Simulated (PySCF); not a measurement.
Compound: C2H10BNSi.
Structure used (PBE0-D3(BJ)/def2-SVP), in Å, numbered top down from 1:
```xyz
15
C2H10BNSi angstrom
C     -1.6236    0.3972    1.2943
B     -0.5342   -0.0527    0.2623
C     -0.9428   -0.6630   -1.1190
Si     1.4287    0.1153    0.7513
N      2.4384   -0.0767   -0.6607
H     -1.7781    1.4734    1.0704
H     -2.6038   -0.0889    1.1628
H     -1.3232    0.3546    2.3525
H     -1.9476   -0.3807   -1.4722
H     -0.2033   -0.5560   -1.9259
H     -0.9860   -1.7526   -0.9052
H      1.8025   -0.9833    1.7067
H      1.6573    1.3908    1.5304
H      2.2332    0.5104   -1.4628
H      3.4439   -0.1372   -0.5366
```

Jobs on this species (15 atoms, 48 electrons) with PySCF (density fitting). Hardware of each: Arm Neoverse V1, one thread (shared host). The host was shared with other jobs, so the times are rough. Peak memory is the resident size of the whole Python process, interpreter and libraries included.

| level and settings | work | basis functions | SCF cycles | wall time | peak memory |
| --- | --- | --- | --- | --- | --- |
| WP04/pcSseg-1 | shieldings | 142 | ? | ? | ? |
| PBE0/def2-SVP | shieldings, charges and field gradients | 124 | ? | ? | ? |
| PBE0/6-31+G* | 10 singlets by full TDDFT, 4 Tamm–Dancoff triplets, polarisability | 114 | ? | ? | ? |
| BHandHLYP/def2-SVPD | 10 singlets by full TDDFT, 4 Tamm–Dancoff triplets, polarisability, ΔSCF ions | 184 | 12 | 60 s | 0.80 GiB |
| PBE0/pcSseg-1 | shieldings | 142 | 12 | 12 s | 0.73 GiB |
| wB97X-D/pcSseg-1 | shieldings | 142 | 13 | 16 s | 0.75 GiB |
| KT2/pcSseg-1 | shieldings | 142 | 14 | 17 s | 0.75 GiB |
| mPW1PW91/pcSseg-1 | shieldings | 142 | 12 | 11 s | 0.78 GiB |
| PBE/def2-SVPD | 10 singlets by full TDDFT, 4 Tamm–Dancoff triplets, polarisability, ΔSCF ions | 184 | 14 | 91 s | 0.65 GiB |

Fill in the missing figures.

- WP04/pcSseg-1; shieldings: 11 s, 0.78 GiB, 13 SCF cycles
- PBE0/def2-SVP; shieldings, charges and field gradients: 10 s, 0.66 GiB, 12 SCF cycles
- PBE0/6-31+G*; 10 singlets by full TDDFT, 4 Tamm–Dancoff triplets, polarisability: 13 s, 0.65 GiB, 12 SCF cycles

What do all jobs in the table cost together?

About 4.0 min; the longest takes about 38 % of that, and about 9.1 times as long as the shortest.
